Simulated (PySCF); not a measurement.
# How the method changes the constants of SiI⁺

State: ¹Σ⁺ (singlet), closed shell. Set-up: PySCF, spin-free X2C with a Gaussian nucleus, basis sets Si x2c-SVPall, I x2c-SVPall. De refers to Si⁺ + I in their high-spin ground configurations, without counterpoise correction. A positive dipole points towards I; it is taken about the centre of mass and depends on that origin.

```csv
Level,Re (Å),ωe (cm⁻¹),De (eV),μ (D)
RHF,2.321,468,2.56,-5.55
RHF-MP2,2.328,467,3.88,n/a
RHF-SCS-MP2,2.330,464,3.73,n/a
RHF-CCSD,2.331,461,3.65,n/a
RHF-CCSD(T),2.341,449,3.84,n/a
PBE,2.350,434,4.53,-4.68
r²SCAN,2.337,447,4.30,-4.76
PBE0,2.325,458,4.21,-4.86
B97-3,2.330,454,4.13,-4.90
HSE06,2.329,454,4.22,-4.87
MN15,2.302,467,4.12,-4.75
M06-2X,2.320,463,3.87,-5.42
```

(1) Which functional lies closest to RHF-CCSD(T) in De, which farthest, and by how much do they differ from it?

(2) What does a quarter of exact exchange do here, going from PBE to PBE0?

(3) What does the step from GGA to meta-GGA do here, going from PBE to r²SCAN?

Correlated steps freeze 23 core orbitals. Correlated levels converge slowly with the basis: in double zeta they bind strong bonds too weakly, by up to about 1 eV, and carry superposition errors of some tenths. These are scalar-relativistic numbers at best; spin–orbit coupling would shift them, the dissociation energy most. For an ion De counts to the pair picked by the measured ionisation energies or electron affinities, which need not be the lowest pair at this level. Where the molecule has an RHF reference, its open-shell atoms are computed with UHF. The CCSD T1 diagnostic is raised, a sign that a single reference may not be enough here.

Results:

(1) Closest is M06-2X (-2.1 pm in Re, +3.1 % in ωe, +0.03 eV in De against RHF-CCSD(T) in the same basis), farthest PBE (+0.9 pm in Re, -3.3 % in ωe, +0.69 eV in De). CCSD(T) converges more slowly with the basis than the functionals do and binds too weakly in this one, so the order can change at the basis-set limit.

(2) PBE0 less PBE: -2.5 pm in Re, +5.5 % in ωe, -0.32 eV in De. Exact exchange removes part of the self-interaction that spreads semilocal densities, and in most molecules shortens and stiffens the bond and lowers De; so it does here.

(3) r²SCAN less PBE: -1.3 pm in Re, +3.0 % in ωe, -0.23 eV in De.
